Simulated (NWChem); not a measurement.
System: C3H7O, doublet; SMILES O[C](C)C

The following NWChem deck was run.

```
start job
memory heap 200 mb stack 900 mb global 1100 mb
geometry units angstroms noautosym nocenter noautoz
  C     -0.588764    -1.339973     0.026045
  C      0.039893    -0.012850    -0.189478
  C     -0.730095     1.248904    -0.013880
  O      1.362269     0.008990     0.160044
  H     -0.757395    -1.554401     1.103009
  H     -1.563611    -1.402815    -0.479338
  H      0.059331    -2.141070    -0.361533
  H     -0.207769     2.111136    -0.465888
  H     -0.897448     1.498790     1.056744
  H     -1.718942     1.179431    -0.490465
  H      1.699706     0.902974     0.039180
end
basis spherical
  C library def2-svp
  O library def2-svp
  H library def2-svp
end
dft
  odft
  mult 2
  xc b3lyp
  iterations 150
end
cosmo
  dielec 46.7
end
task dft energy
```

Output (shortened):

```
             Northwest Computational Chemistry Package (NWChem) 7.3.0
             --------------------------------------------------------

                             Geometry "geometry" -> ""
                             -------------------------

 Output coordinates in angstroms (scale by  1.889725989 to convert to a.u.)

  No.       Tag          Charge          X              Y              Z
 ---- ---------------- ---------- -------------- -------------- --------------
    1 C                    6.0000    -0.58876400    -1.33997300     0.02604500
    2 C                    6.0000     0.03989300    -0.01285000    -0.18947800
    3 C                    6.0000    -0.73009500     1.24890400    -0.01388000
    4 O                    8.0000     1.36226900     0.00899000     0.16004400
    5 H                    1.0000    -0.75739500    -1.55440100     1.10300900
    6 H                    1.0000    -1.56361100    -1.40281500    -0.47933800
    7 H                    1.0000     0.05933100    -2.14107000    -0.36153300
    8 H                    1.0000    -0.20776900     2.11113600    -0.46588800
    9 H                    1.0000    -0.89744800     1.49879000     1.05674400
   10 H                    1.0000    -1.71894200     1.17943100    -0.49046500
   11 H                    1.0000     1.69970600     0.90297400     0.03918000

 Effective nuclear repulsion energy (a.u.)     126.1599491312

                                 NWChem DFT Module
                                 -----------------

 Summary of "ao basis" -> "ao basis" (spherical)
 ------------------------------------------------------------------------------
       Tag                 Description            Shells   Functions and Types
 ---------------- ------------------------------  ------  ---------------------
 C                          def2-svp                 6       14   3s2p1d
 O                          def2-svp                 6       14   3s2p1d
 H                          def2-svp                 3        5   2s1p

 in cosmo_initialize ...

 solvent parameters
 solvname_short: unkn
 solvname_long:  unknown
 dielec:       46.7000

          ---------------
          -cosmo- solvent
          ---------------
 Cosmo: York-Karplus, doi: 10.1021/jp992097l
 dielectric constant -eps-     =  46.70
 screen = (eps-1)/(eps    )    =   0.97859
 surface charge correction     = lagrangian

   van der Waals surface
 --------------------------

[...]

                                   COSMO solvation results
                                   -----------------------

                 gas phase energy =      -193.561258090403
                 sol phase energy =      -193.568372696102
 (electrostatic) solvation energy =         0.007114605699 (    4.46 kcal/mol)

                    DFT Final Alpha Molecular Orbital Analysis
                    ------------------------------------------

 Vector   15  Occ=1.000000D+00  E=-3.605052D-01
              MO Center=  1.9D-01, -3.1D-01,  6.1D-02, r^2= 3.0D+00
   Bfn.  Coefficient  Atom+Function         Bfn.  Coefficient  Atom+Function
  ----- ------------  ---------------      ----- ------------  ---------------
    48      0.376877   4 O  pz               51      0.261996   4 O  pz
     5     -0.234013   1 C  py               67      0.231918   7 H  s
    19      0.193264   2 C  py               33     -0.185675   3 C  py
     6     -0.157734   1 C  pz               57     -0.131561   5 H  s
     8     -0.125234   1 C  py               77     -0.122898   9 H  s

 Vector   16  Occ=1.000000D+00  E=-3.372443D-01
              MO Center=  4.6D-01,  1.3D-01, -2.7D-03, r^2= 2.5D+00
   Bfn.  Coefficient  Atom+Function         Bfn.  Coefficient  Atom+Function
  ----- ------------  ---------------      ----- ------------  ---------------
    47      0.331757   4 O  py               19     -0.261801   2 C  py
    46     -0.243432   4 O  px               33      0.219159   3 C  py
    50      0.214378   4 O  py               49     -0.193278   4 O  px
     5      0.185108   1 C  py               48      0.173021   4 O  pz
    32     -0.168645   3 C  px               87      0.143787  11 H  s

 Vector   17  Occ=1.000000D+00  E=-1.546297D-01
              MO Center=  1.3D-01, -3.9D-03, -1.3D-01, r^2= 2.2D+00
   Bfn.  Coefficient  Atom+Function         Bfn.  Coefficient  Atom+Function
  ----- ------------  ---------------      ----- ------------  ---------------
    20      0.558828   2 C  pz               23      0.434503   2 C  pz
    17     -0.402333   2 C  s                48     -0.316862   4 O  pz
    51     -0.297261   4 O  pz               78     -0.256843   9 H  s
    58     -0.253069   5 H  s                31      0.202685   3 C  s
     3      0.193171   1 C  s                57     -0.161839   5 H  s

 Vector   18  Occ=0.000000D+00  E= 5.379724D-02
              MO Center= -6.4D-02,  6.3D-01, -4.3D-02, r^2= 7.0D+00
   Bfn.  Coefficient  Atom+Function         Bfn.  Coefficient  Atom+Function
  ----- ------------  ---------------      ----- ------------  ---------------
    31      1.517540   3 C  s                 3      1.382310   1 C  s
    73     -0.740367   8 H  s                83     -0.729704  10 H  s
    63     -0.710764   6 H  s                88     -0.711378  11 H  s
    78     -0.620663   9 H  s                68     -0.515457   7 H  s
    58     -0.506336   5 H  s                45      0.475976   4 O  s

 Vector   19  Occ=0.000000D+00  E= 9.483811D-02
              MO Center=  3.0D-01, -6.2D-01,  1.7D-01, r^2= 7.2D+00
   Bfn.  Coefficient  Atom+Function         Bfn.  Coefficient  Atom+Function
  ----- ------------  ---------------      ----- ------------  ---------------
     3      2.143372   1 C  s                58     -1.103283   5 H  s
    68     -1.058314   7 H  s                88      0.864604  11 H  s
    63     -0.667895   6 H  s                17     -0.470439   2 C  s
    45     -0.405170   4 O  s                 8     -0.337823   1 C  py
    50     -0.247862   4 O  py               73      0.242470   8 H  s

[...]
```

Level: B3LYP/def2-SVP, spin-unrestricted, COSMO on the gas-phase geometry. Coordinates come from a PBE0/def2-SVP, spin-unrestricted optimisation. No stability test was run on the SCF state. COSMO prints the solvation energy as gas minus solution, so a positive value is a stabilisation.
